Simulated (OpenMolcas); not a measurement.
Mo²⁺: from CASSCF to CASPT2

* Program: OpenMolcas 26.06
* Basis: ANO-RCC-VQZP [8s7p5d3f2g1h]
* Scalar Hamiltonian: DKH2, point nucleus
* Active space: 4 electrons in 5 orbitals (4d)
* State averaging: 2S+1 = 5 even, 5 roots; 2S+1 = 3 even, 45 roots; 2S+1 = 1 even, 50 roots
* Spin-orbit coupling: state interaction with AMFI integrals over the reference wave functions, term energies averaged over their components

Methods on the same reference wave functions:
A. CASSCF
B. SS-CASPT2, IPEA 0.25 Eh, imaginary shift 0.1 Eh (closed shells correlated: 4s 4p)
C. MS-CASPT2, IPEA 0.25 Eh, imaginary shift 0.1 Eh (closed shells correlated: 4s 4p)

Energies in cm⁻¹ above 4d⁴ ⁵D₀, the measured ground level; measured values from Sugar and Musgrove, J. Phys. Chem. Ref. Data 17, 155 (1988).

```tsv
Level	A	B	C	Measured
4d⁴ ⁵D₀	0.0	0.0	0.0	0.0
4d⁴ ⁵D₁	219	241	240	242
4d⁴ ⁵D₂	622	665	664	668
4d⁴ ⁵D₃	1168	1217	1216	1224
4d⁴ ⁵D₄	1824	1859	1858	1872
4d⁴ ³H₄	15780	13080	13070	12680
4d⁴ ³P₀(1)	16175	11670	11670	11149
4d⁴ ³H₅	16270	13630	13630	13276
4d⁴ ³H₆	16747	14130	14130	13811
4d⁴ ³P₁(1)	17410	12910	12910	12510
4d⁴ ³F₃(1)	18278	14520	14520	13948
4d⁴ ³F₂(1)	18363	14550	14540	13929
4d⁴ ³F₄(1)	18517	14830	14830	14296
4d⁴ ³P₂(1)	19317	14780	14770	14358
4d⁴ ³G₃	20155	16430	16440	15871
4d⁴ ³G₄	20562	16840	16840	16283
4d⁴ ³G₅	20863	17220	17220	16714
4d⁴ ¹I₆	24178	20310	20300	20290
4d⁴ ³D₃	25412	20200	20200	19488
4d⁴ ³D₂	25561	20300	20300	19577
4d⁴ ³D₁	25811	20620	20620	
4d⁴ ¹G₄(1)	25828	21380	21380	20612
4d⁴ ¹S₀(1)	29544	23680	23630	22990
4d⁴ ¹D₂(1)	31196	24240	24230	22806
```

Deviations, from unrounded energies. A percentage is the sum of absolute deviations over the sum of measured energies, with the sign that they share, or ± where signs differ.

```tsv
Against measurement	Levels	A	B	C
mean absolute deviation (cm-1)	22	3900	460	460
fine structure of the ground term (%)	4	-4.3	-0.6	-0.7
other terms of the ground configuration (%)	18	+29.0	+3.4	+3.4
```

B, C lie about equally close to measurement and A furthest from it. The largest miss of C in the table is 4d⁴ ¹D₂(1), by +1400 cm-1. The ranking rests on the paired levels alone, and a cruder setting can come out closer through cancelling errors.

Between B and C the level of the table that moves most is 4d⁴ ¹S₀(1), by 47 cm-1 (lowest in C, highest in B). Moves below CASPT2's spread within the term are not significant.

The two smallest mean deviations differ by little beside CASPT2's spread within terms, so their order carries little weight.

From A to B the spin-free energies of the other terms of 4d⁴ shown, above ⁵D, scale by factors of 0.73 to 0.83, as is usual when dynamic correlation screens the repulsion within a d or f shell.

The lowest spin-free term lies below A's lowest term by 0.366 hartree in B, 0.366 hartree in C.

CASPT2 does not keep the components of a term degenerate, so their means are used; among the terms shown or strongly mixed into the levels shown the widest spread is 1300 cm-1 (4d⁴ ¹I, C). Levels of configurations with an s electron are missing; early in the row they begin among the upper levels of the d shell and mix with terms of their name. Without dynamic correlation excited terms often stand tens of per cent too high (terms of higher spin than the ground term too low), and those without a measured partner can miss by more than the paired ones (holds for A). Some levels mix across a computed gap that differs much from the measured one, so their mixing is not that of the real levels (holds for A). The CASPT2 spread within a term exceeds the gap to the next term for 4d⁴ ³P(1) and 4d⁴ ³H, 4d⁴ ¹I and 4d⁴ ³D, 4d⁴ ³D and 4d⁴ ¹G(1), so the order of their levels is uncertain (holds for C). Computed and measured levels are paired by configuration, term and J; levels that our copy of the source lacks, or whose pairing is in doubt (as where it misses far off the trend of its configuration), stay unpaired and out of the deviations. Levels of configurations outside the active space are missing. Levels that lie high or do not pair safely by name in every column are left out.

A number in round brackets counts repeated terms of one configuration in the order of the reference energies.
